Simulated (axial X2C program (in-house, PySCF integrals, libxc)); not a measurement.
**Outer orbitals of SiSe⁺ at 2.210 Å, B3LYP**

All values were computed with an in-house relativistic program for diatomic molecules. Spin-free means the one-electron spin-free X2C Hamiltonian; two-component (2c) means X2C with spin–orbit coupling and atomic mean-field two-electron Coulomb and Gaunt terms, so the difference of the two also holds small scalar two-electron terms. Basis: Se dyall-cv3z [8s9p6d4f1g], Si dyall-v3z [8s7p2d1f] (cores contracted in-house); Gaussian nuclei, density fitting, unrestricted open shells. Masses: Se 79.917 u, Si 27.977 u.

The distance is close to the 2c PBE0 minimum; the highest filled and lowest empty levels are listed.

Spin-free orbitals, state M_S = 1/2, Λ = 1 (beyond evenly filled blocks: π+α, π+β, π-α) (Löwdin shares):

```csv
symmetry,occupied,ε (eV),atomic character
σα,yes,-26.62,"73% Se s, 10% Si s, 10% Si p"
σβ,yes,-25.72,"72% Se s, 11% Si s, 10% Si p"
σα,yes,-19.17,"56% Si s, 29% Se p, 10% Se s"
σβ,yes,-18.93,"57% Si s, 28% Se p, 11% Se s"
π+α,yes,-14.60,"78% Se p, 16% Si p, 4% Si d"
π-α,yes,-14.60,"78% Se p, 16% Si p, 4% Si d"
σα,yes,-14.29,"39% Se p, 36% Si p, 20% Si s"
σβ,yes,-14.12,"40% Se p, 37% Si p, 18% Si s"
π+β,yes,-13.84,"73% Se p, 21% Si p, 4% Si d"
π-β,no,-12.12,"68% Se p, 26% Si p, 4% Si d"
π+α,no,-9.32,"78% Si p, 15% Se p, 5% Se d"
π-α,no,-9.32,"78% Si p, 15% Se p, 5% Se d"
π+β,no,-9.12,"73% Si p, 20% Se p, 4% Se d"
```

Spinors with spin–orbit coupling (state Ω = 3/2):

```csv
ω,occupied,ε (eV),atomic character,λ mixture
1/2,yes,-26.58,"73% Se s, 10% Si s, 10% Si p",100% σ
-1/2,yes,-25.71,"72% Se s, 11% Si s, 10% Si p",100% σ
1/2,yes,-19.17,"56% Si s, 29% Se p, 10% Se s",100% σ
-1/2,yes,-18.92,"57% Si s, 28% Se p, 11% Se s",100% σ
-1/2,yes,-14.72,"78% Se p, 15% Si p, 4% Si d","96% π, 4% σ"
3/2,yes,-14.46,"77% Se p, 17% Si p, 4% Si d",100% π
1/2,yes,-14.31,"43% Se p, 34% Si p, 18% Si s","91% σ, 9% π"
-1/2,yes,-14.09,"41% Se p, 37% Si p, 17% Si s","96% σ, 4% π"
1/2,yes,-13.90,"70% Se p, 22% Si p, 4% Si d","91% π, 9% σ"
-3/2,no,-12.02,"67% Se p, 28% Si p, 4% Si d",100% π
-1/2,no,-9.35,"79% Si p, 14% Se p, 5% Se d",100% π
3/2,no,-9.29,"77% Si p, 16% Se p, 4% Se d",100% π
1/2,no,-9.15,"74% Si p, 19% Se p, 4% Se d",100% π
```

(1) How does the gap between the highest filled and lowest empty level change from the spin-free to the 2c table?

Mulliken charges and populations of the two-component result (they depend on the basis, above all on diffuse functions):

Se 0.33 e (s 7.94 p 15.68 d 10.05), Si 0.67 e (s 5.93 p 7.26 d 0.13 f 0.01). ⟨Lz⟩ = 1.00 ħ and ⟨Sz⟩ = 0.50 ħ (0.45 and 0.05 on the two atoms), which add up to Ω.

Occupations by symmetry block were frozen at the best pattern of an incomplete PBE0 search. Density functionals use the spin component along the axis (collinear). PBE0 can misorder states that lie within some tenths of an eV, so this need not be the ground state of the molecule. The nearest other spin-free determinant of the search, M_S = 1/2, Λ = 0, lies 0.42 eV up at the distance of the search. The functionals have no current-density term, which raises determinants with orbital currents, atoms included.

Results:

(1) From 1.72 to 1.88 eV at B3LYP, a change of 0.16 eV.
